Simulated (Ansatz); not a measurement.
A CCSD(T) single point on C3H3ClFInO2 (`[F][In-]1([Cl])[O]C=CC=[O+]1`).

```yaml
crystal:
  periodic: [false, false, false]
  atoms:
    - {symbol: F, position_ang: [-1.667125, -2.745007, -0.274325]}
    - {symbol: In, position_ang: [-0.846190, -1.240454, -1.171485]}
    - {symbol: Cl, position_ang: [-0.895372, -0.968804, -3.451257]}
    - {symbol: O, position_ang: [-1.447830, 0.490841, -0.139403]}
    - {symbol: C, position_ang: [-0.687541, 1.155819, 0.622804]}
    - {symbol: C, position_ang: [0.650759, 0.924432, 0.923032]}
    - {symbol: C, position_ang: [1.428124, -0.116152, 0.425441]}
    - {symbol: O, position_ang: [1.090267, -1.035095, -0.376188]}
    - {symbol: H, position_ang: [-1.160452, 2.023060, 1.098262]}
    - {symbol: H, position_ang: [1.129409, 1.614862, 1.604210]}
    - {symbol: H, position_ang: [2.471348, -0.160403, 0.759408]}
basis:
  gaussian: {orbitals: def2-TZVPP}
correlation: {method: ccsd_t}
output: {orbitals: {seedname: orbitals}}
```

```sh
$ ansatz run in.yaml --threads 2 --pin off --events-out ev --progress --plain --max-ram 32768MiB --backend cuda --devices 0, --max-vram 18GiB
```

Log, shortened:

```
Functional definition: HF
2166 factors; integrals over basis functions are off by at most 8.6e-4 eV
mean field evaluation 1: about -27573.3464 eV, gradient 5.4e1 eV
mean field evaluation 2: about -27573.6168 eV, gradient 5.4e1 eV
mean field evaluation 4: about -27579.1848 eV, gradient 4.9e0 eV
mean field evaluation 8: about -27579.2732 eV, gradient 4.0e-1 eV
mean field evaluation 16: about -27579.2743 eV, gradient 1.1e-6 eV
mean field -27579.27431732 eV, -1013.5196372580 hartree, gradient 1.1e-6 eV, S^2 0.000000; 0 other end points of the search recorded, 0 dependent functions left out
15 core orbitals not correlated: weight in the atoms' cores, before any rotation towards them, 1.000 or more for the frozen orbitals, at most 0.000 for the correlated occupied ones
reference -27579.27431732 eV, -1013.5196372580 hartree; 27, 27 occupied and 278, 278 virtual orbitals, 2166 factors
second order -44.49216916 eV of doubles, -0.00000000 eV of singles
cycle   1  -43.61958104 eV  change    8.7e-1 eV  update   1.8e-1
cycle   2  -44.73420875 eV  change    -1.1e0 eV  update   5.7e-2
cycle   3  -45.01562890 eV  change   -2.8e-1 eV  update   3.3e-2
cycle   4  -44.99300443 eV  change    2.3e-2 eV  update   1.1e-2
cycle   5  -44.97704364 eV  change    1.6e-2 eV  update   4.8e-3
cycle   6  -44.98040759 eV  change   -3.4e-3 eV  update   1.6e-3
cycle   7  -44.98061747 eV  change   -2.1e-4 eV  update   6.2e-4
cycle   8  -44.98023518 eV  change    3.8e-4 eV  update   2.1e-4
cycle   9  -44.98029213 eV  change   -5.7e-5 eV  update   7.5e-5
cycle  10  -44.98043290 eV  change   -1.4e-4 eV  update   2.9e-5
cycle  11  -44.98036667 eV  change    6.6e-5 eV  update   1.3e-5
perturbative correction -1.89912496 eV, -0.0697915550 hartree
Total energy: -27626.15380895 eV, -1015.2424267993 hartree
```

It took 29 s on 2 threads of an AMD EPYC 7R13 on a shared host and a share of an NVIDIA H100 80 GB, with 1.4 GiB of host memory at the peak.

The correlation energy is -46.879 eV, 4.1 % of it from (T); the T1 diagnostic reads 0.0177.
